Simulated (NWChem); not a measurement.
Species: diiodomethane (CH2I2); SMILES C(I)I

```xyz
5

I      1.8134     0.0000     0.0903
C      0.0000     0.0000    -1.0422
I     -1.8134     0.0000     0.0903
H      0.0000     0.9029    -1.6605
H      0.0000    -0.9029    -1.6605
```
Atoms are numbered in this order, from 1.

All runs: NWChem. Geometry: optimised at PBE0/def2-SVP. def2 effective core potentials on I; no spin-orbit coupling. B3LYP is NWChem's, with the RPA form of VWN correlation.

```
level                                          basis functions  highest occupied level (eV)  orbital gap (eV)  dipole (D)
---------------------------------------------  ---------------  ---------------------------  ----------------  ----------
B3LYP/STO-3G (all-electron, non-relativistic)               61                        -4.73              6.47        1.48
B3LYP/3-21G (all-electron, non-relativistic)                75                        -6.86              5.07        1.33
B3LYP/def2-SVP (core potentials)                            76                        -7.01              5.03        1.10
B3LYP/def2-SVPD (core potentials)                          106                        -7.15              4.93        1.10
B3LYP/def2-TZVP (core potentials)                          143                        -7.14               [?]         [?]
```

Problem. Complete the blanks.

Solution. 
- B3LYP/def2-TZVP (core potentials), orbital gap (eV): 4.97
- B3LYP/def2-TZVP (core potentials), dipole (D): 1.16
